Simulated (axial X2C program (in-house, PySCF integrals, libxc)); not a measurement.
**Potential curves of Ge₂, two-component**

Calculated with an in-house all-electron X2C program for linear molecules (integrals from PySCF). Two-component (2c) means X2C with spin–orbit coupling and atomic mean-field two-electron Coulomb and Gaunt terms. Basis: Ge dyall-cv3z [9s9p7d4f1g] (cores contracted in-house); Gaussian nuclei, density fitting, unrestricted open shells. Masses: Ge 73.921 u.

State: Ω = 1 (⟨Sz⟩ = 1.00, ⟨Lz⟩ = 0.00 at PBE0). Energies in kJ/mol from the lowest point of each curve. Fits are polynomials in 1 − R0/R over 0.85 to 1.23 times the lowest point R0.

| R (Å) | PBE0 | PW91 |
| --- | --- | --- |
| 2.0715 | 76.11 | 86.30 |
| 2.1667 | 31.72 | 39.21 |
| 2.2381 | 12.58 | 17.75 |
| 2.3096 | 2.67 | 5.33 |
| 2.3810 | 0.00 | 0.00 |
| 2.4643 | 3.87 | 0.64 |
| 2.5477 | 13.38 | 6.80 |
| 2.6548 | 31.41 | 20.47 |
| 2.7858 | 59.08 | 42.81 |
| 2.9762 | 104.39 | 80.75 |

The state is one determinant whose occupation by symmetry is held fixed; it was picked as the lowest of a PBE0 search that is not exhaustive. Density functionals use the spin component along the axis (collinear). PBE0 can misorder states that lie within some tenths of an eV, so this need not be the ground state of the molecule. The nearest other 2c determinant of the search, Ω = 2, lies 0.34 eV up at the distance of the search. With several unpaired electrons one determinant need not be a pure state. Open-shell Ω = 0 determinants with evenly filled partner blocks cannot be reached by this program, so the Ω shown need not be the lowest component. At some level and bond length an empty orbital lies below a filled one. This is the Ω = 1 component of a π² triplet; the 0⁺ component is not one determinant and can lie lowest.

(1) What are Re and ωe at the PBE0 level?

(2) Fit the PW91 curve near its minimum: give the equilibrium distance and the harmonic wavenumber.

Answers

(1) At PBE0, 2c: Re = 2.376 Å, ωe ≈ 291 cm⁻¹; Be follows as 0.0808 cm⁻¹.

(2) At PW91, 2c: Re = 2.414 Å, ωe ≈ 270 cm⁻¹; Be follows as 0.0783 cm⁻¹.
